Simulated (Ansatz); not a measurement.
**One step, two centres**

Four-centre ligand exchange, with the central atom changed down its group and all else kept; in the first member these bonds form or tighten: B–O, H–H; these break or loosen: B–H, H–O.

Gas-phase electronic energies, without zero-point energy, by CCSD(T) at an estimated basis limit (MP2 extrapolated from triple and quadruple zeta, plus CCSD(T) − MP2 in triple zeta); Ansatz 0.2.0, def2-TZVPP and QZVPP, frozen cores, on PBE0-D4/def2-TZVP structures. Extrapolation: Hartree–Fock as exp(−7.88 √X), correlation as X^−2.97. All energies, in eV, count from the separated reactants, without counterpoise correction; the start and end structures are the complexes reached by relaxing down from the saddle, and deeper ones may exist. Brackets give SMILES, or, where every atom is bracketed, only which atoms are joined. Steps whose reference was doubtful or whose search ended elsewhere are left out.

| reactants | products | start structure | saddle | end structure |
| --- | --- | --- | --- | --- |
| SiH₄O ([OH][SiH3]) + BH₃ | BSiH₅O ([BH2][O][SiH3]) + H₂ | -0.627 | 0.374 | -1.330 |
| SiH₄O ([OH][SiH3]) + GaH₃ | GaSiH₅O ([SiH3][O][GaH2]) + H₂ | -0.625 | ? | -0.811 |

Q: What is the height of the saddle for SiH₄O ([OH][SiH3]) + GaH₃? (An estimate is asked for; the value comes from the calculation.)

A: The calculation gives: 0.300 eV relative to the separated reactants, the lower of the two; above its start structure the barrier is 0.300 − (-0.625) ≈ 0.925 eV.

This is the kind of ligand exchange by which a precursor binds to a hydroxyl group, or is hydrolysed, in atomic layer deposition of oxides.

The T1 diagnostic stays at or below 0.014. The filled d shells of Ga are correlated in sets not built for that, so values that involve them are less sure.

For scale, one of the runs: CCSD(T)/def2-TZVPP, 219 basis functions, launched by `ansatz run in.yaml --threads 4 --pin off --events-out ev --progress --plain --max-ram 9574MiB`. Hardware: 4 CPU threads of an Arm Neoverse V1, shared host. Wall time 78 s; peak host memory 3.2 GiB.
